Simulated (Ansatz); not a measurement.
System: C$_{4}$H$_{5}$OSi, charge 0, multiplicity 2. It need not be the lowest isomer of its formula. 
Geometry from a B3LYP-D3(BJ)/def2-TZVP (Ansatz, a program for electronic structure) optimisation:
SMILES: c1c(cco1)[SiH2]
```xyz
11

Si    -2.0856    -0.3270     0.1794
C     -0.2726    -0.0544     0.0106
C      0.7706    -1.0410    -0.1655
C      1.9463    -0.3754    -0.1726
O      1.7347     0.9637    -0.0074
C      0.3933     1.1363     0.1045
H     -2.8301     0.9305    -0.0830
H     -2.5474    -1.4230    -0.7093
H      0.6392    -2.1041    -0.2780
H      2.9722    -0.6787    -0.2823
H      0.0610     2.1510     0.2389
```
Charge 0, spin multiplicity 2.

Parts of the frozen-core correlation energy in cc-pV(T+d)Z (Ansatz, hartree). Frozen orbitals: 10; correlated occupied orbitals by spin: 16 and 15; virtual: 233 and 234. UHF or UKS for open shells. No spin-orbit coupling. Non-relativistic.

```tsv
term	value
reference (HF)	-518.20520
MP2 opposite-spin	[?]
MP2 same-spin	[?]
CCSD correlation	-0.99157
(T)	[?]
T1 diagnostic	0.030
largest doubles amplitude	0.039
<S^2> of the reference	0.943
```

Problem. Complete the blanks.

Solution. 
- MP2 opposite-spin, value: -0.71439
- MP2 same-spin, value: -0.23694
- (T), value: -0.04996
